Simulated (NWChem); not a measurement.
Molecule: C3H7NSi; SMILES C1=NCC[SiH2]1

```xyz
12

C      1.3414     0.1885     0.0000
N      0.7828     1.3335     0.0000
C     -0.6698     1.3477     0.0000
C     -1.3389    -0.0497     0.0000
Si     0.1133    -1.2602     0.0000
H      2.4419     0.1560     0.0000
H     -0.9821     1.9432     0.8747
H     -0.9821     1.9432    -0.8747
H     -1.9797    -0.1920    -0.8832
H     -1.9797    -0.1920     0.8832
H      0.2100    -2.1344    -1.2099
H      0.2100    -2.1344     1.2099
```
Atoms are numbered in this order, from 1.

All runs: NWChem. Pople sets run with spherical d functions. Structure relaxed at the PBE0/def2-SVP level. Not confirmed as a minimum by frequencies.

Question: Order these by “dipole (D)”, lowest first: Hartree-Fock/STO-3G; Hartree-Fock/6-311G**; Hartree-Fock/6-31+G*; Hartree-Fock/3-21G.

Answer: Hartree-Fock/6-311G** (1.76), Hartree-Fock/3-21G (1.86), Hartree-Fock/6-31+G* (1.97), Hartree-Fock/STO-3G (2.11)
